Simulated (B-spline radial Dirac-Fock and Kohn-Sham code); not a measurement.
## Kohn-Sham estimates against Dirac-Fock for the levels of Yb⁶²⁺

System: the Yb⁶²⁺ ion, [He] 2s2 2p4.

The density-functional columns are spherical, spin-unpolarised Dirac-Kohn-Sham results without Breit or QED terms: −ε is minus the orbital energy of the initial state and ΔSCF the difference of two total energies. The reference in the last column comes from relaxed Dirac-Fock hole states (ΔSCF) with Breit and QED corrections and a finite nucleus. All numbers are from a radial atomic solver, in eV; a selection of levels is shown. For the 1s level of heavy atoms much of the gap between ΔSCF and the reference is the Breit and QED part, -272.3 eV here; for other levels the error of the functional can be larger.

```
    level   LDA −ε  LDA ΔSCF  Dirac-Fock
   K (1s)  67096.8   67676.1     67396.7
  L1 (2s)  15735.4   15879.3     15873.9
L2,3 (2p)  14661.6   14825.5     14799.8
```

Values without a named source are computed, but for edge energies of neutral atoms, which are taken from tables.
